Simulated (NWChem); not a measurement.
All runs are NWChem calculations. System: silanone (H2OSi), charge 0, spin multiplicity 1, at a geometry optimised with PBE/def2-SVP. Level: PBE0/aug-cc-pVTZ.

Job file:

```
start mol
memory heap 200 mb stack 900 mb global 1100 mb
geometry units angstroms nocenter noautoz
  Si     0.000000     0.000000    -0.447166
  O      0.000000     0.000000     1.105239
  H     -1.248029     0.000000    -1.290790
  H      1.248029     0.000000    -1.290790
  symmetry group C2v
end
basis spherical
  * library aug-cc-pvtz
end
dft
  xc pbe0
  semidirect memsize 60000000 filesize 0
  iterations 100
end
task dft energy
```

NWChem printed:

```
             Northwest Computational Chemistry Package (NWChem) 7.3.0
             --------------------------------------------------------

                                NWChem Input Module
                                -------------------

 Scaling coordinates for geometry "geometry" by  1.889725989
 (inverse scale =  0.529177249)

 Turning off AUTOSYM since
 SYMMETRY directive was detected!

                             Geometry "geometry" -> ""
                             -------------------------

 Output coordinates in angstroms (scale by  1.889725989 to convert to a.u.)

  No.       Tag          Charge          X              Y              Z
 ---- ---------------- ---------- -------------- -------------- --------------
    1 Si                  14.0000     0.00000000     0.00000000    -0.44716600
    2 O                    8.0000     0.00000000     0.00000000     1.10523900
    3 H                    1.0000    -1.24802900     0.00000000    -1.29079000
    4 H                    1.0000     1.24802900     0.00000000    -1.29079000

 Effective nuclear repulsion energy (a.u.)      51.3600516648

            Nuclear Dipole moment (a.u.)
            ----------------------------
        X                 Y               Z
 ---------------- ---------------- ----------------
     0.0000000000     0.0000000000     0.0000151178

      Symmetry information
      --------------------

 Group name             C2v
 Group number             16
 Group order               4
 No. of unique centers     3

      Symmetry unique atoms

     1    2    3


 Summary of "ao basis" -> "" (spherical)
 ------------------------------------------------------------------------------
       Tag                 Description            Shells   Functions and Types
 ---------------- ------------------------------  ------  ---------------------
 *                        aug-cc-pvtz                 on all atoms

                                 NWChem DFT Module
                                 -----------------

 Summary of "ao basis" -> "ao basis" (spherical)
 ------------------------------------------------------------------------------
[...]
              MO Center=  1.3D-15,  8.5D-16,  6.4D-01, r^2= 1.7D+00
   Bfn.  Coefficient  Atom+Function         Bfn.  Coefficient  Atom+Function
  ----- ------------  ---------------      ----- ------------  ---------------
    59      0.389895  2 O  px                56      0.323750  2 O  px
    62      0.322985  2 O  px                98      0.114437  3 H  s
   121     -0.114437  4 H  s                 30     -0.112685  1 Si d  1
    99      0.092571  3 H  s                122     -0.092571  4 H  s
    97      0.071477  3 H  s                120     -0.071477  4 H  s

 Vector   13  Occ=0.000000D+00  E=-8.958903D-02  Symmetry=b2
              MO Center=  1.0D-14, -1.6D-14, -5.8D-01, r^2= 3.3D+00
   Bfn.  Coefficient  Atom+Function         Bfn.  Coefficient  Atom+Function
  ----- ------------  ---------------      ----- ------------  ---------------
    17      0.458417  1 Si py                11      0.416359  1 Si py
    60     -0.207060  2 O  py                63     -0.174400  2 O  py
    57     -0.168377  2 O  py                20      0.133767  1 Si py
    23     -0.101342  1 Si d -1              66     -0.083285  2 O  py
    33     -0.076611  1 Si d -1              28     -0.070955  1 Si d -1

 Vector   14  Occ=0.000000D+00  E=-2.188311D-02  Symmetry=a1
              MO Center=  3.4D-14,  9.7D-15, -1.0D+00, r^2= 6.3D+00
   Bfn.  Coefficient  Atom+Function         Bfn.  Coefficient  Atom+Function
  ----- ------------  ---------------      ----- ------------  ---------------
     6      0.518157  1 Si s                  3      0.295740  1 Si s
    21      0.296311  1 Si pz               100     -0.260513  3 H  s
   123     -0.260513  4 H  s                  5     -0.242338  1 Si s
    55      0.171092  2 O  s                 24     -0.160677  1 Si d  0
    34     -0.141925  1 Si d  0              61      0.128557  2 O  pz

 Vector   15  Occ=0.000000D+00  E=-4.744392D-04  Symmetry=a1
              MO Center= -3.7D-13, -1.8D-15, -8.0D-01, r^2= 1.5D+01
   Bfn.  Coefficient  Atom+Function         Bfn.  Coefficient  Atom+Function
  ----- ------------  ---------------      ----- ------------  ---------------
     6      2.101714  1 Si s                100     -1.422032  3 H  s
   123     -1.422032  4 H  s                  5      0.987299  1 Si s
    55     -0.799811  2 O  s                 21     -0.540502  1 Si pz
    99     -0.335798  3 H  s                122     -0.335798  4 H  s
    67      0.254075  2 O  pz                34      0.169164  1 Si d  0

 center of mass
 --------------
 x =   0.00000000 y =   0.00000000 z =   0.10544604

 moments of inertia (a.u.)
 ------------------
         101.232514583288           0.000000000000           0.000000000000
           0.000000000000         112.443973980413           0.000000000000
           0.000000000000           0.000000000000          11.211459397125

     Multipole analysis of the density
     ---------------------------------

     L   x y z        total         alpha         beta         nuclear
     -   - - -        -----         -----         ----         -------
     0   0 0 0      0.000000    -12.000000    -12.000000     24.000000

     1   1 0 0      0.000000      0.000000      0.000000      0.000000
     1   0 1 0     -0.000000     -0.000000     -0.000000      0.000000
     1   0 0 1     -1.519329     -0.759672     -0.759672      0.000015

     2   2 0 0    -14.303833    -12.714122    -12.714122     11.124411
     2   1 1 0     -0.000000     -0.000000     -0.000000      0.000000
     2   1 0 1     -0.000000     -0.000000     -0.000000      0.000000
     2   0 2 0    -12.758892     -6.379446     -6.379446      0.000000
     2   0 1 1     -0.000000     -0.000000     -0.000000      0.000000
     2   0 0 2    -16.537569    -36.666080    -36.666080     56.794591

 Task  times  cpu:        7.0s     wall:        7.0s

 Total times  cpu:        7.1s     wall:        7.1s
```
